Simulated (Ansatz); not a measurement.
Input and output for Al$_{2}$F$_{2}$H$_{4}$O$_{2}$, SMILES `[F][Al@H-]1[OH+][Al@@H-]([F])[OH+]1`.

```yaml
crystal:
  periodic: [false, false, false]
  atoms:
    - {symbol: F, position_ang: [0.371249, -1.174799, -2.273283]}
    - {symbol: Al, position_ang: [0.953288, -0.580551, -0.844165]}
    - {symbol: O, position_ang: [-0.197901, -1.074057, 0.505683]}
    - {symbol: Al, position_ang: [-0.881221, 0.586024, 0.915665]}
    - {symbol: F, position_ang: [-2.467112, 0.630141, 0.449531]}
    - {symbol: O, position_ang: [0.276224, 1.076849, -0.425880]}
    - {symbol: H, position_ang: [2.488308, -0.709567, -0.541960]}
    - {symbol: H, position_ang: [-0.731484, -1.869345, 0.476629]}
    - {symbol: H, position_ang: [-0.488012, 1.183230, 2.313159]}
    - {symbol: H, position_ang: [0.676662, 1.932085, -0.575378]}
basis:
  gaussian: {orbitals: aug-pcseg-2, fitting: {mean_field: def2-universal-jkfit}}
hamiltonian: {xc: {name: PBE0}, dispersion: d4}
```

```sh
$ ansatz run in.yaml --threads 4 --pin off --events-out ev --progress --plain --max-ram 10444MiB
```

It prints (some lines left out):

```
Functional definition: PBE0
636 factors; integrals over basis functions are off by at most 1.3e0 eV
mean field evaluation 1: about -22773.5673 eV, gradient 8.9e1 eV
mean field evaluation 2: about -22756.2020 eV, gradient 1.4e2 eV
mean field evaluation 4: about -22785.4559 eV, gradient 1.8e0 eV
mean field evaluation 8: about -22785.4621 eV, gradient 2.3e-2 eV
mean field -22785.46213269 eV, -837.3502888355 hartree, gradient 7.6e-5 eV, S^2 0.000000; 0 other end points of the search recorded, 0 dependent functions left out
reference -22785.46218922 eV, -837.3502909127 hartree; 32, 32 occupied and 344, 344 virtual orbitals, 636 factors
Total energy: -22785.64611096 eV, -837.3570499123 hartree
```

Hardware: 4 threads of an Arm Neoverse V2 on a shared host. Wall time 5.5 s, peak host memory 0.77 GiB.
